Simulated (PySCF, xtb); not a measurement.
C₂H₆O₂Te, SMILES CO[Te]OC.

Coordinates come from a PBE0-D3(BJ)/def2-SVP optimisation. The def2 effective core potentials stand for the cores of Te; spin–orbit coupling is left out. Other conformers were not sampled.

These are IEF-PCM-PBE0/def2-SVP (PySCF 2.14.0) values and carry that method's errors.

The values are the electrostatic part of the solvation free energy, E(continuum) − E(gas) at the gas-phase geometry, in a cavity of scaled van der Waals radii (PySCF's table); cavitation and dispersion terms are not included. In vacuum the orbital gap is 4.54 eV. The dipole moment in vacuum is 0.33 D.

Problem. Estimate the values in water (ε = 78.36), dichloromethane (ε = 8.93), chlorobenzene (ε = 5.70). (Estimate from the structure and the level; the computed values follow.)

Solution. 
```csv
solvent,ε,ΔG(elec) (kcal/mol),dipole (D),gap (eV)
water,78.36,-4.6,0.56,4.66
dichloromethane,8.93,-3.9,0.51,4.64
chlorobenzene,5.70,-3.5,0.48,4.63
```

For comparison, GFN2-xTB/ALPB(water) (xtb, at the GFN2-xTB geometry, all terms of that model) gives -3.7 kcal/mol.
